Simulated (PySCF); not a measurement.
**Static response to an electric field**

C₇H₁₀OSi.
Geometry (PBE0-D3(BJ)/def2-SVP, Å), atoms numbered from 1 in this order:
```
atom  x, y, z in Å
C1     1.1420    0.4604   -2.8334
C2     1.6188   -0.1333   -1.8864
C3     2.1269   -0.8333   -0.7448
C4     1.4232   -2.1554   -0.3226
Si5    1.1561   -0.7661    0.8723
C6    -0.4127    0.1771    0.9034
C7    -0.9056    0.7212    2.0331
O8    -2.0143    1.4486    2.1796
C9    -2.7834    1.7116    1.0341
H10    0.7456    0.9781   -3.6861
H11    3.2219   -0.8441   -0.6711
H12    0.5987   -2.4695   -0.9718
H13    2.0969   -2.9803   -0.0669
H14    1.9289   -0.7692    2.1417
H15   -0.9304    0.3142   -0.0511
H16   -0.4048    0.6093    3.0016
H17   -3.6283    2.3327    1.3553
H18   -3.1656    0.7785    0.5852
H19   -2.1967    2.2557    0.2740
```

Level: wB97X-D/def2-SVPD (PySCF), static field, nuclei fixed, core orbitals frozen in the response. The polarisability tensor in these axes (au):

```
x   113.36 -23.24 -11.07
y   -23.24 104.46   0.33
z   -11.07   0.33 133.05
```

Q: What are the eigenvalues, a third of the trace, and Δα (Δα² = ½Σ(αi − αj)² over the three pairs)?

A: Principal values 84.27, 124.61 and 141.99 au; mean 116.96 au = 17.33 Å³ = 19.28 × 10⁻⁴⁰ C²·m²/J; Δα = 51.29 au (44 % of the mean).

Q: What is the dipole moment, and where does it point?

A: (-1.54, 0.33, 0.76) D, 1.75 D in size, pointing from the negative to the positive side. Measured along this direction, the outermost atoms are H11 at the negative end and H17 at the positive end.

Q: What depolarisation ratio follows for Rayleigh scattering of linearly polarised light, taking the static tensor?

A: ρ = 3Δα²/(45ᾱ² + 4Δα²) = 7890.6/(615534 + 10520.8) = 0.0126.

Q: What would n − 1 = 2πNα be for an ideal gas of these molecules at 273.15 K and 1 atm, electronic part alone?

A: N = p/kT = 2.6868 × 10¹⁹ cm⁻³, so n − 1 = 2π × N × 17.33 × 10⁻²⁴ cm³ = 2926 × 10⁻⁶ at long wavelengths, for an ideal gas.

Q: In TDDFT the mean static polarisability is Σ f/ω² over all singlet excitations (ω in hartree). How much of it do the 10 lowest give? Their energies (eV) and oscillator strengths: 5.56, 0.2695; 5.76, 0.1402; 6.23, 0.1116; 6.37, 0.0082; 6.45, 0.0248; 6.52, 0.0008; 6.71, 0.0165; 6.77, 0.1331; 6.89, 0.0672; 7.21, 0.0148.

A: They add up to 15.99 au, 13.7 % of the 116.96 au; the largest single term is 6.45 au, from the state at 5.56 eV. Terms in order: 6.45, 3.13, 2.13, 0.15, 0.44, 0.01, 0.27, 2.15, 1.05, 0.21 au. Higher excitations give the rest. The strengths listed sum to 0.787.

One conformer (not necessarily the lowest) at the PBE0-D3(BJ)/def2-SVP geometry, without solvent, vibrations or thermal averaging.

The run behind these numbers computed excited states and ΔSCF ions as well. The run took 8.4 min wall (with the writing of density and orbital grids) on an Arm Neoverse N1 with one thread, no GPU, shared host with 64 logical CPUs at a one-minute load of 59, and the process peaked at 1.3 GiB of memory.
